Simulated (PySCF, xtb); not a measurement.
Se(H)(OH) (H₂OSe), SMILES O[SeH].

Harmonic wavenumbers (cm⁻¹) from GFN2-xTB in xtb at its own minimum, in rising order: 323, 576, 778, 1010, 1978, 3538.

Question: What does B3LYP-D3(BJ)/def2-TZVP (PySCF) give at its own minimum? (An estimate is asked for; the answer gives what the named calculation found.)

Answer: 428, 643, 861, 1119, 2337, 3785. Paired by order, the mean absolute difference is 162 cm⁻¹ and the zero-point energies are 11.7 and 13.1 kcal/mol.
